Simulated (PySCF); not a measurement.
C₃H₉FSi₂, SMILES [SiH3][C@]1(F)[C@@H](C1)[SiH3].

Coordinates come from a PBE-D3(BJ)/def2-SVP optimisation. The structure was generated by enumeration; whether it is a known compound was not checked.

Method: PBE-D3(BJ)/def2-SVP (PySCF).

Frequencies are harmonic and unscaled.

```tsv
mode	ν (cm⁻¹)	IR (km/mol)	moving atoms (share of kinetic energy)
1	63	0.1	H 75 %, Si 22 %
2	112	0.1	H 69 %, Si 24 %
3	143	0.9	H 33 %, C 28 %, F 21 %, Si 19 %
4	159	0.3	H 61 %, Si 22 %, C 10 %
5	212	1.1	C 34 %, F 32 %, H 26 %, Si 9 %
6	261	1.2	C 49 %, H 37 %, Si 11 %
7	315	8.2	F 44 %, Si 37 %, H 11 %, C 8 %
8	386	4.2	C 34 %, H 31 %, F 18 %, Si 17 %
9	511	2.5	H 34 %, C 26 %, Si 24 %, F 16 %
10	570	1.4	H 59 %, C 21 %, Si 15 %
11	599	12.2	H 79 %, Si 13 %
12	635	50.8	H 76 %, Si 13 %, C 10 %
13	661	48.5	H 67 %, C 19 %, Si 12 %
14	702	21.4	H 55 %, C 31 %, Si 13 %
15	840	86.8	H 48 %, C 30 %, F 18 %
16	865	144.9	H 87 %
17	877	42.0	H 55 %, C 41 %
18	895	66.2	H 76 %, C 18 %
19	900	119.2	H 93 %
20	907	49.6	H 95 %
21	911	44.6	H 88 %
22	915	51.1	H 96 %
23	928	3.3	C 51 %, H 47 %
24	977	9.4	H 51 %, C 45 %
25	1016	17.9	H 71 %, C 22 %
26	1023	7.9	H 57 %, C 42 %
27	1138	33.4	C 48 %, H 44 %
28	1210	10.9	H 53 %, C 44 %
29	1291	20.1	C 67 %, H 32 %
30	1398	10.8	H 67 %, C 33 %
31	2159	53.5	H 99 %
32	2167	82.2	H 96 %
33	2168	44.0	H 97 %
34	2173	118.6	H 98 %
35	2184	96.6	H 96 %
36	2186	104.0	H 96 %
37	3053	4.5	H 95 %
38	3071	0.0	H 92 %
39	3152	0.6	H 89 %, C 11 %
```
